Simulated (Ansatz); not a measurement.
Consider the redistribution: `CCO[SiH](C)F` + `O=C=NB(F)F` → `C[SiH](F)N=C=O` + `CCOB(F)F`.

Isolated molecules relaxed with PBE0-D4/def2-TZVP in Ansatz; ΔE leaves out vibrations. CCSD(T)/CBS is the MP2 limit (def2-TZVPP, def2-QZVPP) plus CCSD(T) − MP2 in def2-TZVPP, frozen cores. DFT in def2-TZVPP. B3LYP here is the variant with VWN-RPA as its local correlation; programs differ in this. Each species was taken in one conformer, which may not be the lowest.

```json
{"level": "PBE-D4", "ΔE (kcal/mol)": "-6.3", "difference from CCSD(T)/CBS": "1.1"}
{"level": "r2SCAN-D4", "ΔE (kcal/mol)": "-6.9", "difference from CCSD(T)/CBS": "0.5"}
{"level": "PBE0-D4", "ΔE (kcal/mol)": "-7.0", "difference from CCSD(T)/CBS": "0.4"}
{"level": "B3LYP-D4", "ΔE (kcal/mol)": "-6.7", "difference from CCSD(T)/CBS": "0.7"}
{"level": "ωB97X-V", "ΔE (kcal/mol)": "-7.1", "difference from CCSD(T)/CBS": "0.3"}
{"level": "ωB97M-V", "ΔE (kcal/mol)": "-7.0", "difference from CCSD(T)/CBS": "0.4"}
{"level": "B2PLYP", "ΔE (kcal/mol)": "-7.1", "difference from CCSD(T)/CBS": "0.3"}
{"level": "PBE", "ΔE (kcal/mol)": "-6.5", "difference from CCSD(T)/CBS": "0.9"}
{"level": "r2SCAN", "ΔE (kcal/mol)": "-7.0", "difference from CCSD(T)/CBS": "0.4"}
{"level": "PBE0", "ΔE (kcal/mol)": "-7.3", "difference from CCSD(T)/CBS": "0.1"}
{"level": "B3LYP", "ΔE (kcal/mol)": "-7.0", "difference from CCSD(T)/CBS": "0.4"}
{"level": "HF/def2-TZVPP", "ΔE (kcal/mol)": "-8.3", "difference from CCSD(T)/CBS": "-0.9"}
{"level": "MP2/def2-TZVPP", "ΔE (kcal/mol)": "-7.3", "difference from CCSD(T)/CBS": "0.1"}
{"level": "SCS-MP2/def2-TZVPP", "ΔE (kcal/mol)": "-7.4", "difference from CCSD(T)/CBS": "0.0"}
{"level": "CCSD/def2-TZVPP", "ΔE (kcal/mol)": "-7.6", "difference from CCSD(T)/CBS": "-0.2"}
{"level": "CCSD(T)/def2-TZVPP", "ΔE (kcal/mol)": "-7.3", "difference from CCSD(T)/CBS": "0.1"}
{"level": "HF/def2-QZVPP", "ΔE (kcal/mol)": "-8.3", "difference from CCSD(T)/CBS": "-0.9"}
{"level": "MP2/def2-QZVPP", "ΔE (kcal/mol)": "-7.3", "difference from CCSD(T)/CBS": "0.1"}
{"level": "SCS-MP2/def2-QZVPP", "ΔE (kcal/mol)": "-7.4", "difference from CCSD(T)/CBS": "0.0"}
{"level": "HF/CBS(def2)", "ΔE (kcal/mol)": "-8.3", "difference from CCSD(T)/CBS": "-0.9"}
{"level": "MP2/CBS(def2)", "ΔE (kcal/mol)": "-7.4", "difference from CCSD(T)/CBS": "0.0"}
{"level": "CCSD/CBS(def2)", "ΔE (kcal/mol)": "-7.7", "difference from CCSD(T)/CBS": "-0.3"}
{"level": "CCSD(T)/CBS", "ΔE (kcal/mol)": "-7.4", "difference from CCSD(T)/CBS": "0"}
```

Largest T1 diagnostic among the species: 0.016.

In def2-TZVPP, CCSD(T) changes the Hartree–Fock value by +1.0 kcal/mol (the triples alone add +0.3 kcal/mol) and MP2 by +1.1 kcal/mol. From PBE to PBE0 (25 % exact exchange), in def2-TZVPP and without D4, ΔE moves by −0.7 kcal/mol.
